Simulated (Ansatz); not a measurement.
The same path of C₂H₇BOSi (12 atoms, charge 0, multiplicity 1) was run twice with different band settings. The coordinate that changes most is the dihedral H6–C1–O2–B3.

The calculation used Ansatz 0.2.0, RKS CAM-B3LYP/6-31G.

Relaxed end points:

```xyz
12
Properties=species:S:1:pos:R:3
C -2.031 1.057 0.216
O -1.370 -0.226 0.084
B -0.046 -0.415 -0.019
C 0.971 -1.560 -0.169
Si 1.836 0.207 -0.111
H -1.296 1.865 0.243
H -2.613 1.042 1.137
H -2.699 1.181 -0.637
H 1.014 -2.111 -1.109
H 1.141 -2.219 0.684
H 2.678 0.473 1.094
H 2.491 0.650 -1.378
```

```xyz
12
Properties=species:S:1:pos:R:3
C -1.959 1.070 0.555
O -1.284 -0.212 0.495
B -0.026 -0.412 0.073
C 0.979 -1.559 -0.125
Si 1.724 0.188 -0.642
H -2.241 1.253 1.592
H -2.855 1.007 -0.062
H -1.303 1.865 0.194
H 0.802 -2.281 -0.923
H 1.407 -2.041 0.755
H 2.834 0.698 0.219
H 1.999 0.369 -2.099
```

Common settings: movable images 5; climbing image yes; spring 5.0 eV/Å²; optimiser quadratic models (default); start path IDPP; force threshold 0.05 eV/Å; end points relaxed.

| run | iteration limit |
| --- | --- |
| 1 | 60 |
| 2 | 10 |

What does each run give, and how far can it be trusted?

Run 1: converged after 4 iterations, highest image 0.038 eV above the first end. A vibrational analysis at the climbing image gives one clearly imaginary mode, 125i cm⁻¹: a first-order saddle point.
Run 2: converged after 4 iterations, highest image 0.038 eV above the first end. Another band between the same ends (5 images) ends at a top of the same energy, where a vibrational analysis finds 1 clearly imaginary mode.
Limits of this set-up: no polarisation functions.
